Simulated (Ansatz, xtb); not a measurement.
**FHNSi2: where a starting geometry ends**

The starting geometry of this gas-phase doublet has its atoms placed at random.

```yaml
atoms:
  - { symbol: F, position_ang: [-1.6463, 0.0122, -0.5607] }
  - { symbol: N, position_ang: [0.5759, 0.2494, -0.5660] }
  - { symbol: Si, position_ang: [-0.8048, 1.6739, 0.8530] }
  - { symbol: Si, position_ang: [1.0594, -1.4088, -0.7432] }
  - { symbol: H, position_ang: [0.4853, -1.3182, 1.0114] }
```

Question: One run relaxed it with r2SCAN-D4/def2-SVP. What is a likely outcome?

Answer: It ends as a structure given below by its coordinates. Contacts that close: F1–Si3 (2.34 → 1.64 Å), N2–Si3 (2.44 → 1.70 Å), Si4–H5 (1.85 → 1.53 Å).

The energy falls by 6.84 eV over 16 steps:

```
step  E − E(last) (eV)
   1             6.845
   3             2.591
   4             1.173
   6             0.343
   8             0.203
   9             0.142
  11             0.024
  13             0.002
  14             0.000
  16             0.000
```

Final geometry (Å):

| atom | x (Å) | y (Å) | z (Å) |
| --- | --- | --- | --- |
| F | -2.2374 | 1.0570 | -0.6314 |
| N | 0.1084 | 0.0050 | -0.1047 |
| Si | -0.8277 | 1.4068 | 0.1393 |
| Si | 1.1348 | -1.2163 | -0.3206 |
| H | 1.4914 | -2.0440 | 0.9119 |

From the same start GFN2-xTB reaches the same bonding as this run.

From so rough a start the end depends on the optimiser's path, so another program may land elsewhere. The end wasn't checked by frequencies. Open shells are spin-unrestricted. Run with Ansatz 0.2.0, 5.7 min on 1 thread of AMD EPYC (Zen 3), with other jobs on the host.
